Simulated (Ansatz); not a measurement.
Molecule: C3H5O2, charge 0, multiplicity 2. It need not be the lowest isomer of its formula. 
Geometry from a B3LYP-D3(BJ)/def2-TZVP (Ansatz, a quantum-chemistry and plane-wave program) optimisation:
```
C
H 1 1.0821
C 1 1.4424 2 117.80
O 3 1.2168 1 125.44 2 180.00
O 3 1.3629 4 121.98 1 180.00
H 5 0.9689 3 106.50 4 -0.03
C 1 1.4760 2 120.59 3 179.93
H 7 1.0882 1 110.99 2 179.67
H 7 1.0961 8 109.05 1 122.43
H 7 1.0962 8 108.99 9 115.19
```
Charge 0, spin multiplicity 2.

Property: atomisation energy (electronic, to ground-state atoms), in kJ/mol. Valence correlation only, unless marked. Open shells are spin-unrestricted. Spin-orbit coupling is left out. No relativistic terms. The coupled-cluster limit lacks core correlation, which all-electron functionals hold. CBS marks a two-point X^-3 extrapolation of the correlation energy; Hartree-Fock from the larger set. The bracket is a focal-point correction in the basis named.

| level | program | atomisation energy (kJ/mol) | minus last row |
|---|---|---|---|
| BLYP/def2-TZVPD | Ansatz | 4165.3 | -0.7 |
| r2SCAN-D3(BJ)/def2-TZVPD | Ansatz + dftd3 | 4213.5 | 47.5 |
| B3LYP-D3(BJ)/def2-TZVPD | Ansatz + dftd3 | 4179.0 | 13.0 |
| PBE0/6-31G* | Ansatz | 4193.1 | 27.1 |
| HSE06-D4/def2-TZVPD | Ansatz + dftd4 | 4214.1 | 48.1 |
| CAM-B3LYP/def2-TZVPD | Ansatz | 4184.1 | 18.1 |
| MP2/cc-pVTZ | Ansatz | 4148.6 | -17.4 |
| SCS-MP2/cc-pVDZ | Ansatz | 3874.1 | -291.9 |
| CCSD(T)/6-31G | Ansatz | 3476.7 | -689.3 |
| RI-MP2/CBS(cc-pVTZ,cc-pVQZ)+[CCSD(T)-MP2]/cc-pVTZ | Ansatz | 4166.0 | 0.0 |
